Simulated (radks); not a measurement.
Numerical settings for the carbon ion C3+, [He] 2s1. All-electron calculation, scalar-relativistic Kohn-Sham, PBE, spin-polarised, spherical densities, finite nucleus; open shells are filled with parallel spins first; Fermi nuclear charge, rms radius 2.4702 fm. Program: a radial shooting solver on a logarithmic mesh with Libxc functionals. The defaults (mesh step 0.008 in ln r, mesh end at 40 bohr or more with all orbitals vanishing there, Anderson mixing 0.5 over 9 steps, residual threshold near 1e-9 with the energy settled to 1e-9 hartree or 1e-11 of itself, here a cap of 58 iterations) give E = -34.7461 hartree and 2s at -57.714 eV in 16 iterations. Run on one thread of a shared host, so times are rough (Arm Neoverse V2): 0.05 s of CPU time, 0.05 s wall, 16 iterations on 2189 mesh points. Changes against that run (0 stands for a change within the tolerance of the run):

setting,iterations,converged,E (mhartree),e(2s) (meV),CPU (s)
mesh step in ln r 0.02,15,yes,0,0,0.02
mesh step in ln r 0.03,14,yes,0,0,0.02
mesh step in ln r 0.003,58,no,0,0,0.35
mesh end (bohr) 20,16,yes,0,0,0.05
mesh end (bohr) 3,17,yes,+22.5,+858,0.05
residual threshold 0.1,8,yes,0,-0.0644,0.03
residual threshold 1e-05,10,yes,0,-0.0394,0.03
mixing 1.5,32,yes,0,0,0.09
"linear mixing, mixing 0.5",58,no,0,0,0.13
"linear mixing, mixing 0.05",58,no,+0.166,-867,0.16
mixing history 20,24,yes,0,0,0.08
iteration cap 3,3,no,+0.0757,-185,0.01

Settings that end as converged yet miss the energy by more than 1 mhartree: mesh end (bohr) 3 (+0.0225 hartree). A mesh that ends early acts as a hard wall.
